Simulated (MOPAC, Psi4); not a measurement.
Approach curve of the dimer HCl ··· CH3Br (SMILES Cl and CBr). Monomers: optimised at B3LYP-D3(BJ) (def2-TZVP), held rigid. Orientation: lowest of the rigid-body minima from ten starts at GFN2-xTB. R is the distance of the centres of mass, along which the second monomer moves.

- PM7, restricted, heats of formation (MOPAC)
- BLYP-D3(BJ)/def2-TZVP, counterpoise-corrected (Psi4)
- SAPT0/jun-cc-pVDZ, frozen core (Psi4)

Interaction energies in kcal/mol:

| R / Å | PM7 | BLYP-D3(BJ)/def2-TZVP |
|---|---|---|
| 3.08 | 4.00 | 2.55 |
| 3.26 | 0.00 | -1.32 |
| 3.43 | -1.81 | -2.99 |
| 3.65 | -2.63 | -3.63 |
| 3.84 | -2.67 | -3.50 |
| 4.03 | -2.46 | -3.10 |
| 4.32 | -2.02 | -2.39 |
| 4.66 | -1.50 | -1.65 |
| 5.17 | -0.93 | -0.94 |
| 5.87 | -0.46 | -0.48 |
| 6.82 | -0.18 | -0.23 |
| 8.16 | -0.09 | -0.10 |

Estimate the SAPT0/jun-cc-pVDZ values at these points.

3.08: 4.50; 3.26: 0.50; 3.43: -1.40; 3.65: -2.39; 3.84: -2.53; 4.03: -2.38; 4.32: -1.94; 4.66: -1.44; 5.17: -0.90; 5.87: -0.49; 6.82: -0.25; 8.16: -0.11 (kcal/mol).
